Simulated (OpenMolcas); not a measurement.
## Pt4+: moving the ligands

Pt4+ with 6 ligands (fluoride) in tetragonal octahedral coordination (D4h) at 1.94 Å. A charge of +0.333 e stands 3.2 Å behind each ligand. Ligand basis ANO-RCC-VDZP.

```
Program             : OpenMolcas 26.06
Method              : SS-CASPT2, IPEA 0.25 Eh, imaginary shift 0.1 Eh (closed shells correlated: 5s 5p and the ligand valence shells)
Basis               : ANO-RCC-VDZP [7s6p4d2f]
Scalar Hamiltonian  : DKH2, point nucleus
Active space        : 6 electrons in 5 orbitals (5d)
State averaging     : 2S+1 = 5 even, 5 roots; 2S+1 = 3 even, 45 roots; 2S+1 = 1 even, 50 roots
Spin-orbit coupling : RASSI with atomic mean-field integrals over the reference wave functions
```

Runs around this geometry, states (labels of D4, the rotations of D4h). Energies in cm-1 above the lowest state or level, χT in cm3 K/mol.

```csv
R (Å),Axial / equatorial distance,Ground state,First state of that spin,First gap with spin-orbit (degeneracies),χT at 300 K,First state of another spin
1.82,1,2S+1 = 1,37570,"30960 (1, 2)",0.011,2S+1 = 3: 33310
1.94,1,2S+1 = 1,28660,"22300 (1, 2)",0.017,2S+1 = 3: 24510
2,1,2S+1 = 1,25390,"19480 (1, 2)",0.020,2S+1 = 3: 21980
1.94,1.05,2S+1 = 1,1E 25270,"18170 (1, 1)",0.019,3E 21290
```

Roots that are degenerate in the reference are averaged as groups; the widest CASPT2 spread within a group is 890 cm-1 (the 3-fold group of multiplicity 3 near 33300 cm-1 above the lowest state of its run, R = 1.82, ratio = 1). Shifts and gaps below about the spread of the groups concerned are not significant. Over all roots computed the reference weight is 0.67 to 0.71 in R = 1.82 in ratio = 1, 0.66 to 0.69 in R = 1.94 in ratio = 1, 0.65 to 0.69 in R = 2 in ratio = 1, 0.66 to 0.69 in R = 1.94 in ratio = 1.05; a low but even weight reflects the number of correlated electrons. Ligand-to-metal charge-transfer states are missing. With no ligand orbital active B as a rule stays too high, so bands that hang on it stand too high and its fall with covalency is understated. With one d shell and no ligand orbital active, 10Dq can be off by a tenth or more. The least metal-like active orbital is 68 % on the metal (Löwdin) and no ligand orbital is active, so the numbers are rough, and ground spin, moment and any spin crossover can be artefacts of this space; highly charged d ions in such sites are as a rule low spin (holds for R = 1.82, ratio = 1; R = 1.94, ratio = 1.05). The least metal-like active orbital is 69 % on the metal (Löwdin) and no ligand orbital is active, so the numbers are rough, and ground spin, moment and any spin crossover can be artefacts of this space; highly charged d ions in such sites are as a rule low spin (holds for R = 1.94, ratio = 1; R = 2, ratio = 1). A group larger than the point group allows holds several states that coincide in this model. No measured value stands beside these numbers; the geometry was imposed, not optimised, and the real ion may take another.

A state without a sure symmetry label is named by its multiplicity alone.
